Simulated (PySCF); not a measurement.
C₃H₄ClFSi, SMILES C#C[Si@H](Cl)CF. Atoms are numbered in the order given.

```xyz
10

C      2.3979    -0.0549    -1.6062
C      1.4672     0.1150    -0.8224
Si     0.0579     0.3715     0.3147
Cl     0.0690    -1.0926     1.7999
C     -1.5851     0.1937    -0.6307
F     -1.6621     1.2072    -1.5834
H      3.2197    -0.2035    -2.2953
H      0.1639     1.7192     0.9551
H     -1.6420    -0.8000    -1.1297
H     -2.4464     0.2690     0.0719
```

Geometry optimised at PBE-D3(BJ)/def2-SVP. The structure was generated by enumeration; whether it is a known compound was not checked. Other conformers were not sampled.

Method: PySCF 2.14.0 with PBE-D3(BJ)/def2-SVP.

Frequencies are harmonic and unscaled.

```json
[
 {"mode": "1", "ν (cm⁻¹)": "68", "IR (km/mol)": "3.0", "moving atoms (share of kinetic energy)": "F 47 %, C 31 %, H 12 %"},
 {"mode": "2", "ν (cm⁻¹)": "106", "IR (km/mol)": "5.1", "moving atoms (share of kinetic energy)": "C 32 %, F 22 %, H 21 %, Cl 15 %, Si 11 %"},
 {"mode": "3", "ν (cm⁻¹)": "122", "IR (km/mol)": "4.5", "moving atoms (share of kinetic energy)": "C 33 %, Cl 33 %, Si 17 %, H 10 %"},
 {"mode": "4", "ν (cm⁻¹)": "148", "IR (km/mol)": "0.8", "moving atoms (share of kinetic energy)": "C 48 %, H 25 %, Si 20 %"},
 {"mode": "5", "ν (cm⁻¹)": "258", "IR (km/mol)": "1.4", "moving atoms (share of kinetic energy)": "F 44 %, C 36 %, Cl 12 %"},
 {"mode": "6", "ν (cm⁻¹)": "319", "IR (km/mol)": "18.5", "moving atoms (share of kinetic energy)": "C 62 %, H 18 %, Si 13 %"},
 {"mode": "7", "ν (cm⁻¹)": "329", "IR (km/mol)": "14.2", "moving atoms (share of kinetic energy)": "C 59 %, Cl 15 %, H 13 %"},
 {"mode": "8", "ν (cm⁻¹)": "531", "IR (km/mol)": "62.3", "moving atoms (share of kinetic energy)": "Si 45 %, Cl 31 %, C 16 %"},
 {"mode": "9", "ν (cm⁻¹)": "618", "IR (km/mol)": "52.6", "moving atoms (share of kinetic energy)": "C 47 %, Si 30 %, H 18 %"},
 {"mode": "10", "ν (cm⁻¹)": "688", "IR (km/mol)": "27.5", "moving atoms (share of kinetic energy)": "H 65 %, C 24 %, Si 10 %"},
 {"mode": "11", "ν (cm⁻¹)": "700", "IR (km/mol)": "25.6", "moving atoms (share of kinetic energy)": "H 73 %, C 24 %"},
 {"mode": "12", "ν (cm⁻¹)": "711", "IR (km/mol)": "20.0", "moving atoms (share of kinetic energy)": "H 51 %, C 29 %, Si 19 %"},
 {"mode": "13", "ν (cm⁻¹)": "715", "IR (km/mol)": "70.7", "moving atoms (share of kinetic energy)": "H 55 %, C 26 %, Si 18 %"},
 {"mode": "14", "ν (cm⁻¹)": "782", "IR (km/mol)": "139.9", "moving atoms (share of kinetic energy)": "H 82 %, Si 11 %"},
 {"mode": "15", "ν (cm⁻¹)": "843", "IR (km/mol)": "119.2", "moving atoms (share of kinetic energy)": "H 71 %, C 17 %, Si 11 %"},
 {"mode": "16", "ν (cm⁻¹)": "1039", "IR (km/mol)": "65.9", "moving atoms (share of kinetic energy)": "C 51 %, F 42 %"},
 {"mode": "17", "ν (cm⁻¹)": "1190", "IR (km/mol)": "4.3", "moving atoms (share of kinetic energy)": "H 91 %"},
 {"mode": "18", "ν (cm⁻¹)": "1256", "IR (km/mol)": "1.4", "moving atoms (share of kinetic energy)": "H 75 %, C 24 %"},
 {"mode": "19", "ν (cm⁻¹)": "1400", "IR (km/mol)": "3.2", "moving atoms (share of kinetic energy)": "H 93 %"},
 {"mode": "20", "ν (cm⁻¹)": "2088", "IR (km/mol)": "48.8", "moving atoms (share of kinetic energy)": "C 90 %, H 9 %"},
 {"mode": "21", "ν (cm⁻¹)": "2205", "IR (km/mol)": "80.5", "moving atoms (share of kinetic energy)": "H 97 %"},
 {"mode": "22", "ν (cm⁻¹)": "2953", "IR (km/mol)": "14.3", "moving atoms (share of kinetic energy)": "H 95 %"},
 {"mode": "23", "ν (cm⁻¹)": "3015", "IR (km/mol)": "11.8", "moving atoms (share of kinetic energy)": "H 90 %, C 10 %"},
 {"mode": "24", "ν (cm⁻¹)": "3389", "IR (km/mol)": "52.5", "moving atoms (share of kinetic energy)": "H 86 %, C 14 %"}
]
```
